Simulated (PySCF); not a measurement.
**How methods differ on the excitation energy of Mg⁺**

Mg⁺ [Ne] 3s1 (2S) → Mg⁺ [Ne] 3d1 (2D), as a difference of total energies. Calculation: PySCF 2.14, in aug-cc-pVDZ; the non-relativistic Hamiltonian (point nucleus). The calculations carry no spin-orbit coupling.

```json
{"method": "UHF", "excitation energy (eV)": "8.765", "error (eV)": "-0.099"}
{"method": "LDA", "excitation energy (eV)": "8.767", "error (eV)": "-0.097"}
{"method": "PBE", "excitation energy (eV)": "8.491", "error (eV)": "-0.373"}
{"method": "PBE0", "excitation energy (eV)": "8.579", "error (eV)": "-0.285"}
{"method": "r2SCAN", "excitation energy (eV)": "8.516", "error (eV)": "-0.348"}
{"method": "BHandHLYP", "excitation energy (eV)": "8.814", "error (eV)": "-0.050"}
{"method": "TPSSh", "excitation energy (eV)": "8.408", "error (eV)": "-0.456"}
{"method": "BP86", "excitation energy (eV)": "8.345", "error (eV)": "-0.519"}
```

Reference: 8.864 eV (measured; NIST levels, between the centres of gravity of the two terms).
